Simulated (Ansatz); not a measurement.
System: C3H8ISi, net charge 0, doublet state. It need not be the lowest isomer of its formula. 
Coordinates optimised at B3LYP-D3(BJ)/def2-TZVP (Ansatz, a program for electronic structure):
SMILES: C[Si](C)(I)[CH2]
```xyz
13

C     -1.3210    -0.9727    -1.8929
Si     0.1232    -0.0404    -1.2671
C      1.7329    -0.9190    -1.6129
C      0.1261     1.7313    -1.8535
I     -0.1495     0.0206     1.2254
H     -2.2735    -0.4980    -2.1006
H     -1.3295    -2.0550    -1.9592
H      1.7092    -1.9400    -1.2301
H      2.5671    -0.3988    -1.1403
H      1.9153    -0.9585    -2.6900
H      0.9351     2.2929    -1.3846
H      0.2624     1.7679    -2.9375
H     -0.8155     2.2242    -1.6082
```
Charge 0, spin multiplicity 2.

Basis-set convergence of Hartree-Fock and CCSD(T) correlation energies (hartree) with Ansatz. Valence correlation only, unless marked. UHF or UKS for open shells. No spin-orbit coupling. Frozen are the shells of the preceding noble gas and the d and f shells that filled before the atom's block. Past Kr the def2 sets carry scalar-relativistic core potentials.

| basis | functions | E(HF) | E(corr, CCSD(T)) |
|---|---|---|---|
| def2-SVP | 126 | -703.70532 | -0.68160 |
| def2-TZVPP | 297 | -703.95198 | -0.85432 |
| def2-QZVPP | 563 | -703.96763 | -0.91175 |

Extrapolating the two largest sets (X = 3 and 4) as X^-3: E(corr) = (64·(-0.91175) - 27·(-0.85432))/37 = -0.9537 Eh, an estimate of the basis-set limit. The largest set recovers 95.6 % of it, the smallest 71.5 %.
